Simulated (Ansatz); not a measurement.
C2H5BS, SMILES `CB1CS1`. Charge 0, multiplicity 1.

```json
{"atom": "C1", "x (Å)": "0.533", "y (Å)": "0.462", "z (Å)": "1.236"}
{"atom": "B2", "x (Å)": "-0.253", "y (Å)": "-0.178", "z (Å)": "0.073"}
{"atom": "C3", "x (Å)": "-0.380", "y (Å)": "-0.365", "z (Å)": "-1.445"}
{"atom": "S4", "x (Å)": "-1.622", "y (Å)": "-1.192", "z (Å)": "-0.331"}
{"atom": "H5", "x (Å)": "0.130", "y (Å)": "0.232", "z (Å)": "2.222"}
{"atom": "H6", "x (Å)": "1.578", "y (Å)": "0.136", "z (Å)": "1.198"}
{"atom": "H7", "x (Å)": "0.557", "y (Å)": "1.550", "z (Å)": "1.110"}
{"atom": "H8", "x (Å)": "0.260", "y (Å)": "-1.057", "z (Å)": "-1.985"}
{"atom": "H9", "x (Å)": "-0.802", "y (Å)": "0.413", "z (Å)": "-2.077"}
```

**Question.** Give the diagnostics of a CCSD(T)/def2-TZVPP run (frozen core, Ansatz 0.2.0). (Estimate.)

**Answer.** Ansatz gave: T1 = 0.0141, largest single amplitude 0.041, largest double 0.042, (T) share of the correlation energy 4.5 %, 9 CCSD cycles. The RHF solution is stable towards an unrestricted one. T1 lies under the customary mark of 0.02 for closed shells.
